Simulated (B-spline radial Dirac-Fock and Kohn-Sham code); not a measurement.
Pr: eigenvalues, ΔSCF and the reference

System: neutral praseodymium, [Xe] 4f3 6s2.

The density-functional columns are spherical, spin-unpolarised Dirac-Kohn-Sham results without Breit or QED terms: −ε is minus the orbital energy of the initial state and ΔSCF the difference of two total energies, and "half-occupied" is minus the orbital energy with half an electron removed (Slater transition state). The reference in the last column comes from relaxed Dirac-Fock hole states (ΔSCF) with Breit and QED corrections and a finite nucleus. All numbers are from a radial finite-basis atomic code, in eV; a selection of levels is shown. For the 1s level of heavy atoms much of the gap between ΔSCF and the reference is the Breit and QED part, -165.0 eV here; for other levels the error of the functional can be larger.

| level | PBE0 −ε | PBE −ε | LDA −ε | LDA ΔSCF | LDA half-occupied | Dirac-Fock |
| --- | --- | --- | --- | --- | --- | --- |
| K | 41889.9 | 41774.5 | 41732.2 | 42143.4 | 42144.3 | 41990.9 |
| L1 | 6766.0 | 6717.7 | 6712.1 | 6785.1 | 6784.9 | 6843.1 |
| L2 | 6390.5 | 6349.2 | 6346.8 | 6439.2 | 6439.0 | 6443.4 |
| L3 | 5907.9 | 5867.0 | 5865.2 | 5949.6 | 5949.4 | 5967.1 |
| M1 | 1473.2 | 1449.3 | 1447.6 | 1469.6 | 1469.4 | 1511.6 |
| M2 | 1313.4 | 1292.5 | 1291.8 | 1315.0 | 1314.8 | 1342.1 |
| M3 | 1217.2 | 1197.0 | 1196.4 | 1218.3 | 1218.1 | 1245.9 |
| M4 | 939.1 | 923.4 | 923.4 | 948.9 | 948.7 | 953.6 |
| M5 | 918.4 | 902.8 | 902.8 | 927.9 | 927.6 | 933.5 |
| N1 | 299.5 | 288.1 | 287.3 | 296.4 | 296.2 | 315.8 |
| N2 | 239.0 | 229.4 | 229.0 | 237.9 | 237.7 | 250.7 |
| N3 | 218.3 | 208.8 | 208.3 | 217.0 | 216.8 | 230.1 |
| N4 | 118.6 | 112.5 | 112.4 | 120.6 | 120.4 | 121.6 |
| N5 | 114.9 | 108.9 | 108.8 | 116.9 | 116.7 | 118.1 |
| N6,7 | 0.11 | 1.25 | 1.44 | 7.72 | 7.53 | 4.30 |
| O1 | 42.52 | 38.97 | 39.08 | 44.28 | 44.20 | 46.76 |
| O2 | 25.75 | 23.41 | 23.51 | 28.33 | 28.26 | 27.18 |
| O3 | 22.87 | 20.63 | 20.68 | 25.34 | 25.27 | 24.37 |
| P1 | 4.04 | 3.46 | 3.59 | 5.91 | 5.88 | 4.50 |

Problem. Order the estimates of the K (1s) level by their distance from the Dirac-Fock value, nearest first.
A. PBE −ε
B. LDA half-occupied
C. PBE0 −ε
D. LDA −ε
E. LDA ΔSCF

Solution. C (101.0 eV), E (152.6 eV), B (153.4 eV), A (216.4 eV), D (258.7 eV).

An eigenvalue near the reference for a deep level is a cancellation of errors: it lacks relaxation, carries self-interaction and omits Breit and QED terms.

Values without a named source are computed, but for edge energies of neutral atoms, which are taken from tables.
